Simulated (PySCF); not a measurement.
p-cresol (C₇H₈O), SMILES c1c(O)ccc(c1)C.

The structure is a stationary point at B3LYP-D3(BJ)/def2-SVP. Other conformers were not sampled.

These are TDA-LC-ωPBE/def2-SVPD (PySCF) values and carry that method's errors.

Vertical excitations.  State labels are in the subgroup Cs.

Estimate the UV-visible absorptions. (An estimate is asked for; the answer gives what the named calculation found.)


```
state  symmetry  energy (eV)  λ (nm)      f                          main pairs
-----  --------  -----------  ------  -----  ----------------------------------
S1           A'         5.25     236  0.038  HOMO→LUMO 74 %, HOMO−1→LUMO+1 23 %
S2           A'         6.23     199  0.083  HOMO→LUMO+1 66 %, HOMO−1→LUMO 29 %
S3           A"         6.64     187  0.000                    HOMO→LUMO+2 86 %
S4           A"         7.30     170  0.000                    HOMO→LUMO+3 79 %
S5           A'         7.58     164  1.148  HOMO−1→LUMO 65 %, HOMO→LUMO+1 27 %
S6           A'         7.60     163  0.654  HOMO−1→LUMO+1 71 %, HOMO→LUMO 20 %
T1           A'         3.79     327      0  HOMO→LUMO+1 57 %, HOMO−1→LUMO 31 %
T2           A'         4.15     299      0                      HOMO→LUMO 93 %
```
Triplets are in the Tamm–Dancoff approximation.
